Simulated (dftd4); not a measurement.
AlF$_{2}$, doublet, at a GFN2-xTB geometry (such geometries of metal compounds can be far from the true shape) (the spin is typed, not shown lowest); D4 for r2scan run with dftd4.

dftd4 was given this input:
```
$ dftd4 mol.xyz --func r2scan --charge 0 --json dftd4.json --noedisp --property

# file mol.xyz
3

Al     0.30691416     0.12978758     0.10495073
F     -0.37803201     1.08352591    -1.07437289
F     -0.06528844    -1.27099685     0.92277739
```

What the program printed (banner, timings and long lists left out):

```
                    ____  _____ _____     ____  _  _
      -------------|  _ \|  ___|_   _|---|  _ \| || |------------
     |             | | | | |_    | | ___ | | | | || |_           |
     |             | |_| |  _|   | ||___|| |_| |__   _|          |
     |             |____/|_|     |_|     |____/   |_|            |
     |             ===================================           |
     |            E. Caldeweyher, S. Ehlert & S. Grimme          |
     |          Mulliken Center for Theoretical Chemistry        |
     |                    University of Bonn                     |
      -----------------------------------------------------------

Rational (Becke-Johnson) damping: r2scan-D4-ATM
---------------------
  s6         1.0000
  s8         0.6019
  s9         1.0000
  a1         0.5156
  a2         5.7734
 alp        16.0000
--------------------

Atomic data, radii in Ångström:
------------------------------------------------------
   Z          R(cov)      r4/r2   hardness         EN
------------------------------------------------------
  13 Al       1.5067     2.9910     0.2635     1.6100
   9 F        0.8533     1.2638     0.6693     3.9800
------------------------------------------------------

Atomic reference systems (in atomic units):
----------------------------------------------------------------------------
   Z        #      CN     q+Z       C6(AA)   #      CN     q+Z       C6(AA)
----------------------------------------------------------------------------
  13 Al     1  0.0000 13.0000     552.5530   2  0.8657 13.0371     439.2396
            3  1.7326 13.0508     252.6789   4  2.6154 13.0529     148.1048
   9 F      1  0.0000  9.0000       9.7374   2  0.7408  8.7523      11.7796
----------------------------------------------------------------------------

Atomic properties (in atomic units):
----------------------------------------------------------------------------
     #    Z              CN          q      C6(AA)        C8(AA)   alpha(0)
----------------------------------------------------------------------------
     1   13 Al       1.3437     0.5579    281.6439    26993.0253    40.7981
     2    9 F        0.6719    -0.2790     12.1493      207.8898     4.0171
     3    9 F        0.6719    -0.2790     12.1493      207.8898     4.0171
----------------------------------------------------------------------------

Molecular properties (in atomic units):
----------------------------------------
 molecular C6                 517.3117
 molecular C8               35400.2678
----------------------------------------

Dispersion energy:      -2.7004955092002E-04 Eh

[Info] JSON dump of results written to 'dftd4.json'
```
